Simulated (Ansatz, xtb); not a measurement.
## Two isomers of C2H5F3GeSi

Structure I is `F/[C](=C/[SiH3])[GeH]([F])[F]`, a singlet and structure II is `F[C@@H]1[C@@H](F)[GeH2][Si@@H]1F`, a singlet. Both are isolated molecules in the gas phase, relaxed with r2SCAN-D4/def2-SVP; the shapes shown needn't be the lowest conformers.

I (Å):

```xyz
12

C     0.0018    0.2094    1.0486
C     0.6997   -0.9062    0.8050
F    -0.3953    0.5312    2.3009
F    -0.4675    0.6967   -1.7878
F     0.4961    2.8320   -0.3633
Ge   -0.6111    1.5055   -0.2568
Si    1.3679   -1.5276   -0.8454
H     0.9151   -1.5159    1.6962
H     2.0349   -0.4395   -1.6105
H     0.2909   -2.1560   -1.6618
H     2.3753   -2.5724   -0.4992
H    -2.0165    2.0773   -0.1066
```

II (Å):

```csv
atom,x (Å),y (Å),z (Å)
C,1.3863,-0.1257,-1.1979
C,0.9374,-0.4553,0.2352
F,0.8757,-1.1382,-2.0183
F,1.5886,0.4491,1.0762
F,-0.2179,1.6485,-2.9987
Ge,-0.9924,0.1455,0.1132
Si,0.2608,1.4201,-1.4613
H,2.4854,-0.0913,-1.3053
H,1.1844,-1.4881,0.5372
H,-1.5376,0.7280,1.4216
H,-1.9292,-0.9304,-0.4467
H,0.8461,2.7029,-0.9800
```

Question: Estimate E(II) − E(I) at the level CCSD(T)/def2-SVP + ΔMP2/def2-TZVPP.

Answer: Calculated at CCSD(T)/def2-SVP + ΔMP2/def2-TZVPP: E(II) − E(I) = +70.7 kJ/mol, so structure I lies lower.

How the difference moves with the method:

```csv
level,geometry,E(II) − E(I) (kJ/mol),departure from the last row (kJ/mol),"job, with rough time for the two"
r2SCAN-D4/def2-SVP,r2SCAN-D4/def2-SVP,+62.9,−7.8,"optimisation, 1.8 min"
HF/def2-SVP,r2SCAN-D4/def2-SVP,+96.5,+25.8,part of the CCSD(T) run
MP2/def2-SVP,r2SCAN-D4/def2-SVP,+94.2,+23.5,part of the CCSD(T) run
CCSD(T)/def2-SVP,r2SCAN-D4/def2-SVP,+88.9,+18.2,single point
CCSD(T)/def2-SVP + ΔMP2/def2-TZVPP,r2SCAN-D4/def2-SVP,+70.7,,"single point, 72 s"
```

As drawn, II has 1 C–F, 1 C–C, 1 Ge–Si, 1 F–Si, 1 C–H, 1 Ge–H in place of 1 C=C, 2 F–Ge, 2 Si–H. Structure I has no ring, II a 4-membered ring.

None of the levels shown reverses the order. The largest departure from CCSD(T)/def2-SVP + ΔMP2/def2-TZVPP is that of HF/def2-SVP, 25.8 kJ/mol. Levels run at GFN2-xTB geometries aren't shown. The last row adds to CCSD(T) the change of the MP2 difference between the two basis sets, here −18.2 kJ/mol, a large step that makes the value less sure.

With thermal terms from frequencies at re-optimised GFN2-xTB minima (ideal gas, soft modes damped towards free rotors, one conformer each, 298.15 K, 1 atm): on the last row, ΔE + ΔZPE = +86.2, ΔH = +82.2, ΔG = +91.2 kJ/mol.

The correlated steps freeze 19 core orbitals; the filled d shell of Ge is correlated, in a basis made for valence electrons. Mirror images aren't counted in ΔG. Codes used: Ansatz 0.2.0, xtb 6.7.1; the last row on 4 threads of Arm Neoverse V2 on a shared host.
